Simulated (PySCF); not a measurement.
Ga(F)2(SeH) (F2GaHSe), SMILES [F][Ga]([F])[SeH].

Coordinates come from a B3LYP-D3(BJ)/def2-SVP optimisation. The values are those of a single conformer.

Two levels are set side by side: PBE/def2-TZVPD (PySCF) and B3LYP/def2-TZVPD (PySCF). Same geometry, gas phase. Differences are taken from unrounded values.

```tsv
quantity	PBE
orbital gap (eV)	4.11
highest occupied level (eV)	-7.01
lowest empty level (eV)	-2.90
dipole moment (D)	2.54
mean polarisability (bohr³)	58.2
```

Q: These are the PBE values. What does B3LYP give? (An estimate is asked for; the answer gives what the named calculation found.)

A: 
| quantity | B3LYP | PBE minus B3LYP |
|---|---|---|
| orbital gap (eV) | 5.59 | -1.48 |
| highest occupied level (eV) | -7.95 | 0.94 |
| lowest empty level (eV) | -2.36 | -0.55 |
| dipole moment (D) | 2.64 | -0.10 |
| mean polarisability (bohr³) | 55.8 | 2.4 |

Without exact exchange PBE keeps part of each electron's self-repulsion, which lifts occupied levels and narrows the gap. Loosely held outer electrons make PBE densities more polarisable. Differences between two approximate levels are no errors against the true value.

Rough cost on one machine, each run with all the roots and properties that it gave: B3LYP against PBE within a factor of 2.
